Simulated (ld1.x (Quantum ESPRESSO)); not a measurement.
## Transferability test, TM potential for Al

ld1.x (Quantum ESPRESSO) 7.5 input, shortened:

```
&input
   title='Al', zed=13., rel=1, dft='PZ', iswitch=3,
   config='[Ne] 3s1.5 3p1.5'
 /
 &inputp
   pseudotype=2, tm=.true., lloc=-2, rcloc=2.05,
   nlcc=.false.
 /
2
3S  1  0   1.50   0.00  2.25  2.25  0.0
3P  2  1   1.50   0.00  2.35  2.35  0.0
 &test
   configts(1)='3s1.5 3p1.5'
 /
```

Energies are relative to the spin-unpolarised reference configuration 3s1.5 3p1.5; without spin polarisation the order of configurations can differ from experiment. Spin-polarised rows fill each open shell by Hund’s rule, majority spin first.

```json
{"valence configuration": "3s2 3p1", "charge": "0", "ΔE all-electron (eV)": "-2.551", "error AE − PS (meV)": "+1.6"}
{"valence configuration": "3s2 3p0", "charge": "+1", "ΔE all-electron (eV)": "3.295", "error AE − PS (meV)": "+2.2"}
{"valence configuration": "3s1 3p0", "charge": "+2", "ΔE all-electron (eV)": "22.673", "error AE − PS (meV)": "+71"}
{"valence configuration": "3s1 3p1", "charge": "+1", "ΔE all-electron (eV)": "9.115", "error AE − PS (meV)": "+11"}
{"valence configuration": "3s2 3p1.3", "charge": "-0.3", "ΔE all-electron (eV)": "-3.149", "error AE − PS (meV)": "+2.0"}
{"valence configuration": "3s1 3p2", "charge": "0", "ΔE all-electron (eV)": "2.604", "error AE − PS (meV)": "+1.6"}
{"valence configuration": "3s1.5 3p1.5 (spin-polarised)", "charge": "0", "ΔE all-electron (eV)": "-0.621", "error AE − PS (meV)": "+58"}
{"valence configuration": "3s2 3p1 (spin-polarised)", "charge": "0", "ΔE all-electron (eV)": "-2.687", "error AE − PS (meV)": "+8.5"}
```

(1) What are ΔE and the potential's error for 3s0 3p3?

Answers

(1) ΔE = 7.954 eV all-electron; the error (AE − PS) is +18 meV.
